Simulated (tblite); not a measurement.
Compound: C4H14N2OSi2.
SMILES with atom numbers: `[CH3:1][CH2:2][CH2:3][Si@H:4]1[NH:5][Si@H:6]([O:7][CH3:8])[NH:9]1` (hydrogens: H10, H11, H12 on C1; H13, H14 on C2; H15, H16 on C3; H17 on Si4; H18 on N5; H19 on Si6; H20, H21, H22 on C8; H23 on N9)

Structure used (GFN2-xTB), in Å, numbered top down from 1:
```
atom  x, y, z in Å
C1    -4.1491   -0.0046   -0.5465
C2    -2.8271   -0.3809    0.1133
C3    -1.7588    0.6868   -0.0885
Si4   -0.1358    0.2238    0.7590
N5     0.7239   -1.0744   -0.0018
Si6    2.0904   -0.1247   -0.4770
O7     3.4343   -0.7184    0.1872
C8     4.7416   -0.3066   -0.0578
N9     1.2666    1.1698    0.3277
H10   -4.0121    0.1399   -1.6161
H11   -4.8918   -0.7857   -0.3978
H12   -4.5345    0.9213   -0.1242
H13   -2.9865   -0.5334    1.1829
H14   -2.4705   -1.3250   -0.3024
H15   -1.6001    0.8351   -1.1573
H16   -2.1269    1.6327    0.3098
H17   -0.2693    0.1162    2.2149
H18    0.5924   -2.0663    0.0134
H19    2.2405    0.0649   -1.9180
H20    4.9459    0.6425    0.4431
H21    5.4175   -1.0701    0.3296
H22    4.9181   -0.1794   -1.1286
H23    1.3865    2.1636    0.2799
```

Level: GFN2-xTB in tblite, geometry and Hessian alike; calculated harmonic values, unscaled, isolated species. This tight-binding method is rough: wavenumbers can miss measured ones by several per cent, in bad cases by 10 to 20. Modes of hydrogen on silicon can be 10 to 20 % off. One conformer, not necessarily the lowest.

Harmonic wavenumbers (cm⁻¹): 28.4, 44.3, 63.8, 72.3, 84.8, 113.5, 146.7, 167.9, 209.9, 233.2, 238.1, 247.8, 276.9, 336.0, 380.3, 455.0, 516.8, 576.6, 678.9, 727.1, 734.4, 750.4, 763.5, 764.7, 835.1, 855.2, 883.2, 945.7, 965.1, 1008.3, 1058.2, 1077.3, 1106.7, 1121.4, 1131.2, 1138.5, 1171.9, 1228.2, 1246.9, 1284.8, 1353.0, 1412.9, 1415.2, 1480.3, 1483.0, 1490.3, 1501.5, 1504.2, 1507.9, 2218.2, 2256.9, 2944.4, 2957.8, 2964.8, 2979.0, 2984.6, 2985.4, 2989.6, 3025.8, 3026.8, 3033.3, 3532.6, 3554.5.

A = 4496, B = 451.9, C = 440.0 MHz; mass 162.064 u (most abundant isotopes); point group C1, symmetry number 1.

Problem. Zero-point energy?

Solution. ½Σν̃ = 40136 cm⁻¹ = 480.13 kJ/mol.

Problem. What is S at 298.15 K and 1 bar for an ideal gas of classical rigid rotors and harmonic oscillators?

Solution. Translation 172.31, rotation 126.63, vibration 200.05: S = 499.0 J/(mol K).

Problem. And Cp and H(298.15 K) − H(0)?

Solution. Cp = 208.59 J/(mol K), of which vibrations give 175.34 (their classical limit is 63 R = 523.8); H(298.15 K) − H(0) = 39.00 kJ/mol without the zero-point energy, 29.09 from vibrations.

Problem. How do the functions run with temperature in this model?

Solution. 
```json
{"T (K)": "50", "S (J/(mol K))": "270.0", "Cp (J/(mol K))": "75.4", "H − H(0) (kJ/mol)": "2.61", "G − H(0) (kJ/mol)": "-10.89", "ln q(vib)": "1.38"}
{"T (K)": "100", "S (J/(mol K))": "333.7", "Cp (J/(mol K))": "110.4", "H − H(0) (kJ/mol)": "7.31", "G − H(0) (kJ/mol)": "-26.06", "ln q(vib)": "3.76"}
{"T (K)": "373.15", "S (J/(mol K))": "549.7", "Cp (J/(mol K))": "244.6", "H − H(0) (kJ/mol)": "56.01", "G − H(0) (kJ/mol)": "-149.12", "ln q(vib)": "15.21"}
{"T (K)": "500", "S (J/(mol K))": "628.9", "Cp (J/(mol K))": "297.2", "H − H(0) (kJ/mol)": "90.50", "G − H(0) (kJ/mol)": "-223.96", "ln q(vib)": "19.85"}
{"T (K)": "750", "S (J/(mol K))": "764.5", "Cp (J/(mol K))": "371.0", "H − H(0) (kJ/mol)": "174.72", "G − H(0) (kJ/mol)": "-398.65", "ln q(vib)": "28.29"}
{"T (K)": "1000", "S (J/(mol K))": "878.4", "Cp (J/(mol K))": "419.9", "H − H(0) (kJ/mol)": "273.98", "G − H(0) (kJ/mol)": "-604.40", "ln q(vib)": "35.90"}
```

q(vib) and H(0) count from the zero-point level.

Problem. Which modes carry the vibrational entropy at 298.15 K?

Solution. 28.4 cm⁻¹: 24.85; 44.3 cm⁻¹: 21.16; 63.8 cm⁻¹: 18.14; 72.3 cm⁻¹: 17.11; 84.8 cm⁻¹: 15.80; 113.5 cm⁻¹: 13.42 J/(mol K); the other 57 give 89.56 together.

Problem. What must be added to the electronic energy to get the Gibbs energy at 298.15 K and 1 bar?

Solution. ZPE + [H(298.15 K) − H(0)] − T·S = 480.13 + 39.00 − 148.77 = 370.36 kJ/mol.

Hindered rotation and anharmonicity are outside this model. Other conformers, if any are populated, would add a mixing term that is left out. The structure is chiral; the term R ln 2 for an equal mix with its mirror image is left out.

Hardware: one thread of an Arm Neoverse N1, on a shared host. Cost: 2.3 s wall. This covers the Hessian and the dipole derivatives.
